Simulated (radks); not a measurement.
Results of a calculation; reference values are marked as such.
Problem. The mean radii <r> (bohr) of the occupied orbitals of an atom or ion are listed with their occupations. Code: a radial shooting solver on a logarithmic mesh with Libxc functionals. Model: non-relativistic Kohn-Sham, B86b exchange with PBE correlation, spin-unpolarised, spherical densities, point nucleus.

| orbital | occ. | <r> |
|---|---|---|
| 1s | 2 | 0.02982 |
| 2s | 2 | 0.1287 |
| 2p | 6 | 0.1097 |
| 3s | 2 | 0.3439 |
| 3p | 6 | 0.3346 |
| 3d | 10 | 0.3054 |
| 4s | 2 | 0.8162 |
| 4p | 6 | 0.8577 |
| 4d | 9 | 0.9934 |
| 5s | 2 | 2.101 |
| 5p | 2 | 2.447 |
| 6s | 1 | 5.211 |

Name the element and its charge.

Solution. Z = 51, antimony, charge +1: Sb+ in [Kr] 4d9 5s2 5p2 6s1. The 1s radius gives Z: for a bare nucleus <r> = 1.5/Z, 0.02941 bohr for Z = 51, and screening makes it slightly larger (0.02982 here). The occupations add up to 50, and the charge is Z minus that.
